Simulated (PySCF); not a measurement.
# Energy and ionisation energy along a bond of BH2NO

All numbers below are calculated, not measured. They come from PySCF 2.14.0, an open-source quantum chemistry program, on an isolated molecule that a program drew, which may never have been made. The molecule is BH2NO (charge 0, singlet), drawn as the SMILES string `N=BO`.

The structure below is the HF double-zeta minimum with every atom moved a little at random, so it isn't optimised. Bond N1-H4 is then set to each length in the table by shifting atom 4 along it, with nothing else relaxed.
```xyz
5
BH2NO, angstrom
N    -0.4807   -1.6185   -1.6134
B     0.3250   -1.0087   -0.8642
O     1.1048   -0.4410   -0.0876
H    -1.1612   -2.0424   -2.2883
H     1.7426   -0.9280    0.3500
```

E is the energy above the same method's energy at the HF double-zeta minimum. IE is the energy to remove one electron at fixed geometry, to the doublet state of charge +1, as a difference of total energies. The basis family is cc-pVnZ, with UHF for radicals and no spin-orbit coupling. Best is HF at quadruple zeta, plus MP2 correlation extrapolated from triple and quadruple zeta, plus CCSD(T) minus MP2 at triple zeta, with a frozen core. The other columns are at triple zeta.

```
bond (Å),E r2SCAN (kcal/mol),E CCSD (kcal/mol),E CCSD(T) (kcal/mol),E best (kcal/mol),IE r2SCAN (eV),IE CCSD (eV),IE CCSD(T) (eV),IE best (eV),T1
1.0480,9.19,10.10,10.15,9.43,9.777,9.855,9.968,10.182,0.013
1.1820,22.84,24.09,23.76,23.02,9.638,9.714,9.832,10.050,0.013
1.2250,?,?,?,?,?,?,?,?,?
1.3360,45.65,47.28,46.46,45.61,9.480,9.556,9.682,9.903,0.014
1.4810,68.52,70.37,69.00,68.04,9.335,9.420,9.555,9.780,0.014
```

T1 is the CCSD diagnostic of the starting molecule.

**Estimate the best E and IE at 1.2250 Å from the other rows.**

A cubic in the inverse of the bond length through the other values of E best gives 28.94 kcal/mol there. A least-squares quadratic in the bond length through IE best gives 10.007 eV. The calculation gives 28.92 kcal/mol and 10.008 eV, so the fits miss by 0.02 kcal/mol and 0.001 eV. The same recipe one zeta lower moves these two values by 0.71 kcal/mol and 0.09 eV, a gauge of their own error. The rest of the row: E is 28.78 (r2SCAN), 30.14 (CCSD), 29.69 (CCSD(T)); IE is 9.594 (r2SCAN), 9.669 (CCSD), 9.789 (CCSD(T)); T1 is 0.013.
